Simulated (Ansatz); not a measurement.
Geometry optimisation, Ansatz 0.2.0, RKS r2SCAN-D4/STO-3G.

Input file:

```yaml
crystal:
  periodic: [false, false, false]
  atoms:
    - { symbol: Si, position_ang: [0.0, 0.0, 0.0] }
    - { symbol: Si, position_ang: [0.0, 0.0, 2.22] }
    - { symbol: H, position_ang: [-1.3148, -0.4067, 2.7074] }
    - { symbol: H, position_ang: [1.0096, -0.9353, 2.7074] }
    - { symbol: H, position_ang: [0.3052, 1.342, 2.7074] }
    - { symbol: H, position_ang: [1.3768, 0.0, -0.4862] }
    - { symbol: H, position_ang: [-0.6877, 1.1914, -0.4862] }
    - { symbol: O, position_ang: [-0.7913, -1.3709, -0.5594] }
    - { symbol: Si, position_ang: [-1.673, -2.4329, 0.3983] }
    - { symbol: H, position_ang: [-1.2634, -2.287, 1.792] }
    - { symbol: H, position_ang: [-3.0964, -2.1323, 0.2761] }
    - { symbol: H, position_ang: [-1.4264, -3.8036, -0.0398] }
basis:
  gaussian: { orbitals: STO-3G }
hamiltonian:
  xc: r2scan
  dispersion: d4
relax:
  f_tol: 0.02
  max_steps: 40
```

Run as:

```bash
$ ansatz run input.yaml --threads 1 --pin off --max-ram 2048MiB --backend cpu --events-out ev --progress --plain --runs-dir out
```

Task: Where does it end, and by what steps?

Result: The forces met the threshold. The force dipped under the threshold on the way, but the program's further checks kept it going. Limits of this set-up: minimal basis. After 11 steps the energy has fallen by 0.407 eV; H7 moved furthest, 0.75 Å.

| step | energy less start (eV) | largest force component (eV/Å) | accepted |
| --- | --- | --- | --- |
| 0 | 0.0000 | 1.023 | yes |
| 1 | -0.2273 | 0.516 | yes |
| 2 | -0.2653 | 0.299 | yes |
| 3 | -0.3008 | 0.152 | yes |
| 4 | -0.3472 | 0.145 | yes |
| 5 | -0.3699 | 0.395 | yes |
| 6 | -0.3920 | 0.266 | yes |
| 7 | -0.4051 | 0.069 | yes |
| 8 | -0.4060 | 0.009 | yes |
| 9 | -0.4065 | 0.034 | yes |
| 10 | -0.4065 | 0.032 | yes |
| 11 | -0.4067 | 0.014 | yes |

```xyz
12
Properties=species:S:1:pos:R:3
Si -0.089 -0.134 0.136
Si 0.155 0.179 2.371
H -1.102 0.052 3.075
H 1.081 -0.767 2.952
H 0.665 1.509 2.627
H 1.097 0.328 -0.556
H -1.206 0.674 -0.334
O -0.273 -1.759 -0.373
Si -1.670 -2.542 0.212
H -1.646 -2.680 1.660
H -2.893 -1.838 -0.140
H -1.680 -3.857 -0.392
```

The run took 40 s on 1 thread of Arm Neoverse V2, on a shared host, peak memory 0.13 GiB.
